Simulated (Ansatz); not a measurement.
`O[SiH2]O[SiH](Cl)Cl` + `[SiH3]CO[SiH2]Cl` → `Cl[SiH2]O[SiH](Cl)Cl` + `O[SiH2]OC[SiH3]`  (redistribution)

Gas-phase electronic energies from Ansatz, PBE0-D4/def2-TZVP geometries. CCSD(T)/CBS is the MP2 limit (def2-TZVPP, def2-QZVPP) plus CCSD(T) − MP2 in def2-TZVPP, frozen cores. One conformer a species, not always the lowest.

`O[SiH2]O[SiH](Cl)Cl`:

Cartesian coordinates in Å:
```
O -1.770 -0.493 1.278
Si -1.405 0.375 -0.056
O 0.195 0.777 -0.094
Si 1.676 0.163 -0.201
Cl 1.677 -1.745 0.550
Cl 2.272 0.081 -2.145
H -1.410 -1.378 1.357
H -1.699 -0.385 -1.294
H -2.169 1.631 0.043
H 2.633 0.975 0.561
```

`[SiH3]CO[SiH2]Cl`:

```xyz
12

Si    1.710    1.124   -0.665
C     0.528   -0.285   -0.227
O    -0.651    0.265    0.355
Si   -1.976   -0.620    0.696
Cl   -1.546   -2.070    2.089
H     2.937    0.537   -1.268
H     2.070    1.880    0.561
H     1.065    2.037   -1.642
H     0.284   -0.862   -1.129
H     1.010   -0.977    0.474
H    -2.461   -1.336   -0.508
H    -2.971    0.307    1.265
```

`Cl[SiH2]O[SiH](Cl)Cl`:

Cartesian coordinates in Å:
```
Cl 1.611 0.602 2.258
Si 1.534 0.264 0.244
O 0.010 0.504 -0.294
Si -1.494 -0.077 -0.388
Cl -1.770 -1.523 1.020
Cl -1.781 -0.889 -2.231
H 2.404 1.247 -0.427
H 1.949 -1.133 0.000
H -2.463 1.005 -0.181
```

`O[SiH2]OC[SiH3]`:

```xyz
13

O     0.069    0.539    3.117
Si   -0.308   -0.233    1.727
O     0.330    0.585    0.457
C    -0.227    0.650   -0.847
Si    0.639   -0.565   -2.013
H    -0.177    1.461    3.197
H    -1.779   -0.311    1.493
H     0.279   -1.583    1.876
H    -1.307    0.449   -0.830
H    -0.107    1.673   -1.218
H     0.042   -0.456   -3.372
H     2.090   -0.258   -2.083
H     0.455   -1.950   -1.504
```

| species | HF/def2-QZVPP energy (Eh) |
| --- | --- |
| `O[SiH2]O[SiH](Cl)Cl` | -1649.36849 |
| `[SiH3]CO[SiH2]Cl` | -1154.37683 |
| `Cl[SiH2]O[SiH](Cl)Cl` | -2033.40928 |
| `O[SiH2]OC[SiH3]` | -770.33073 |

Problem. Work out ΔE.

Solution. ΔE = (-2033.40928) + (-770.33073) − (-1649.36849) − (-1154.37683) = 0.00531 Eh = +0.14 eV. CCSD(T)/CBS gives +0.14 eV.

Largest T1 diagnostic among the species: 0.012.
